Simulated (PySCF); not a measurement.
## How methods differ on the excitation energy of Mg

Mg [Ne] 3s2 (1S) → Mg [Ne] 3s1 3p1 (3P), as a difference of total energies. Computed with PySCF 2.14 in aug-cc-pCVDZ (6s5p3d, 36 functions), with no relativity, point nucleus. Correlated levels: valence: [Ne] frozen; valence and next inner shell: 1s2 frozen; nothing frozen. The calculations carry no spin-orbit coupling.

Question: Order these methods by the excitation energy they give, lowest first.
A. BHandHLYP
B. PBE
C. LC-wPBE
D. UHF

Answer: D (1.800 eV), C (2.358 eV), B (2.611 eV), A (2.739 eV).

Errors of the correlated levels include the incompleteness of this basis and the frozen core.

For comparison: 2.714 eV (measured; NIST levels, between the centres of gravity of the two terms).
